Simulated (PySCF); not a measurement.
# Pb⁺ (lead, charge +1): PBE0 calculation

Configuration: [Xe] 4f14 5d10 6s1 6p1 6d1, one real determinant (an excited configuration). Calculation: PySCF 2.14, in aug-cc-pVTZ-PP with ECP60MDF (6s5p4d2f, 55 functions); a scalar-relativistic core potential.

```json
{
 "Total energy": "-191.9941 hartree",
 "One-electron energy": "-325.8289 hartree",
 "Hartree (Coulomb) energy": "149.5046 hartree",
 "Exchange-correlation energy": "-15.6698 hartree",
 "⟨S²⟩": "3.7513",
 "⟨L²⟩": "8.007",
 "Sum of ⟨r⟩": "30.80 bohr",
 "Sum of ⟨r²⟩": "69.80 bohr²",
 "Traceless quadrupole moment −½Σ⟨3z² − r²⟩ along its main axis": "4.41 e·bohr²"
}
```

| shell | electrons | mean orbital energy (hartree) | spread (hartree) | rms radius, mean of both spins (bohr) |
| --- | --- | --- | --- | --- |
| 5s α | 1 | -6.01117 | 0 | 0.919 |
| 5s β | 1 | -5.99928 | 0 | 0.919 |
| 5p α | 3 | -3.83524 | 0.01266 | 1.05 |
| 5p β | 3 | -3.82563 | 0.01753 | 1.05 |
| 5d α | 5 | -1.32506 | 0.01460 | 1.39 |
| 5d β | 5 | -1.30428 | 0.02263 | 1.39 |
| 6s α | 1 | -0.90755 | 0 | 2.33 |
| 6p α | 1 | -0.52952 | 0 | 2.97 |
| 6d α | 1 | -0.20394 | 0 | 5.29 |

⟨L²⟩ = 8.01 against 12 for a pure F term, so this real determinant mixes terms. Energies and moments cover only the electrons outside the core potential. Spin-orbit coupling, absent here, splits the open shell strongly. The outer electron is Rydberg-like, and this basis confines it to a smaller radius and binds it less than a complete one would.
